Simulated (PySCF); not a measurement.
CH3Li, charge -1, doublet, geometry from GFN2-xTB (such geometries of metal compounds can be far from the true shape) (a state made from the parent by changing its charge; the spin is typed, not shown lowest); PySCF with DF-M062X/def2-QZVPP.

PySCF was given this input:
```python
from pyscf import gto, scf, dft

mol = gto.Mole()
mol.atom = '''
    Li   -1.20662055   -0.71723209   -1.05828569
    C     0.29200003    0.17356889    0.25610326
    H     0.88001435   -0.55142896    0.87715171
    H    -0.10349501    0.89346180    1.01926889
    H     1.09134210    0.76825007   -0.25818308
'''
mol.basis = 'def2-qzvpp'
mol.charge = -1
mol.spin = 1
mol.verbose = 5
mol.build()

mf = dft.UKS(mol)
mf.xc = 'm062x'
mf = mf.density_fit(auxbasis='def2-universal-jkfit')
mf.kernel()
```

Output, abridged:

```
PySCF version 2.14.0

[INPUT] verbose = 5
[INPUT] max_memory = 4000
[INPUT] num. atoms = 5
[INPUT] num. electrons = 13
[INPUT] charge = -1
[INPUT] spin (= nelec alpha-beta = 2S) = 1
[INPUT] symmetry False subgroup None
[INPUT] Mole.unit = angstrom
[INPUT] Symbol           X                Y                Z      unit          X                Y                Z       unit  Magmom
[...]
[INPUT] ---------------- BASIS SET ----------------
[INPUT] l, kappa, [nprim/nctr], expnt,             c_1 c_2 ...
[INPUT] Li
[...]
                                2225.2236477      0.000332353108
                                504.88739008      0.0017518436649
                                142.45847548      0.007347799585
                                46.31559958       0.025899837683
                                16.655335474      0.076670682431
                                6.4331186199      0.18276075765
                                2.6027043858      0.32655434038
                                1.0897245405      0.37000429828
[...]
                                1.235639499       0.79987335862
[...]
                                0.65003043115     0.047614123736
                                0.16941671073     0.21001138
[...]
[INPUT] H
[...]
                                28.605532         0.0054678827
                                6.5095943         0.027966605
                                1.8412455         0.10764538
[...]
[INPUT] C
[...]
                                10039.986538      0.00030107917575
                                2284.9316911      0.0015787918095
                                647.1412213       0.0066087087195
                                211.09472335      0.02336712325
                                76.177643862      0.070420716898
                                29.633839163      0.17360344953
                                12.187785081      0.32292305648
[...]
                                15.258502776      0.76136220983
[...]
                                24.884461066      0.0066274038534
                                7.8637230826      0.030120390419
                                2.8407001835      0.099951435476
                                1.1227137335      0.23826299282
[...]
nuclear repulsion = 15.4340659999346
number of shells = 60
number of NR pGTOs = 226
number of NR cGTOs = 182
basis = def2-qzvpp
ecp = {}

******** <class 'pyscf.df.df_jk.DFUKS'> ********
method = DFUKS
initial guess = minao
[...]
  1.01635184e+00  1.09680055e+00  1.14584996e+00  1.14591796e+00
  1.19706537e+00  1.19713101e+00  1.27862649e+00  1.32219994e+00
  1.32235953e+00  1.33373021e+00  1.43987753e+00  1.57022660e+00
  1.62617506e+00  1.62624830e+00  2.03349326e+00  2.04442289e+00
  2.06178109e+00  2.06205878e+00  2.13340058e+00  2.13358803e+00
  2.18378494e+00  2.18409133e+00  2.21301358e+00  2.34347234e+00
  2.34762414e+00  2.39742495e+00  2.39754209e+00  2.41977300e+00
  2.41986480e+00  2.46516930e+00  2.46574979e+00  2.47291085e+00
  2.75415077e+00  2.75436492e+00  2.76599220e+00  2.88952123e+00
  2.94167918e+00  2.94192527e+00  3.03161872e+00  3.03181691e+00
  3.04589709e+00  3.05976405e+00  3.26345863e+00  3.32023236e+00
  3.32056525e+00  3.49734541e+00  3.51487141e+00  3.51532773e+00
  3.53707648e+00  3.94883274e+00  3.94917867e+00  3.96298591e+00
  4.12679996e+00  4.12703679e+00  5.08939862e+00  5.09013229e+00
  5.21260497e+00  5.41446136e+00  5.41537953e+00  5.53461163e+00
  5.69074857e+00  5.69210459e+00  5.78756983e+00  5.89532265e+00
  5.89568460e+00  5.89746259e+00  5.89765328e+00  5.94087131e+00
  5.94163410e+00  5.98755787e+00  6.02405996e+00  6.10310128e+00
  6.10383930e+00  6.25566993e+00  6.25590779e+00  6.27519244e+00
  6.32954227e+00  6.37939257e+00  6.44921105e+00  6.45077115e+00
  6.65125964e+00  6.82022591e+00  6.82086160e+00  6.83251116e+00
  6.89537043e+00  7.06924178e+00  7.32908384e+00  7.32928696e+00
  7.37755769e+00  7.37820788e+00  7.44694756e+00  7.47297100e+00
  7.51910767e+00  7.57260345e+00  7.57330391e+00  7.64340231e+00
  7.64401242e+00  7.79512157e+00  7.84267290e+00  7.84302363e+00
  8.03459751e+00  8.07737850e+00  8.07912002e+00  8.13197352e+00
  8.20211411e+00  8.22709512e+00  8.22839423e+00  8.30868147e+00
  8.30897967e+00  8.50495920e+00  8.50622737e+00  8.55052584e+00
  8.76125580e+00  8.76308567e+00  8.87641237e+00  9.38105102e+00
  9.44640420e+00  9.44728188e+00  9.54172253e+00  9.72274635e+00
  9.72472346e+00  9.85681432e+00  9.89101149e+00  9.89161905e+00
  1.00793965e+01  1.17744421e+01  1.17750238e+01  1.24077403e+01
  2.88014261e+01  1.46301456e+02]
multiplicity <S^2> = 0.7524889  2S+1 = 2.0024873
nelec by numeric integration = [7.00000375 5.99999601]
E1 = -95.59188233944103  E2 = 32.76297033801719  Ecoul = 41.22656453625102  Exc = -8.46359419823383
cycle= 50 E= -47.3948460014892  delta_E= -7.72e-05  |g|= 0.00528  |ddm|= 0.04
SCF not converged.
SCF energy = -47.3948460014892 after 50 cycles  <S^2> = 0.7524889  2S+1 = 2.0024873
```

Convergence was not reached.
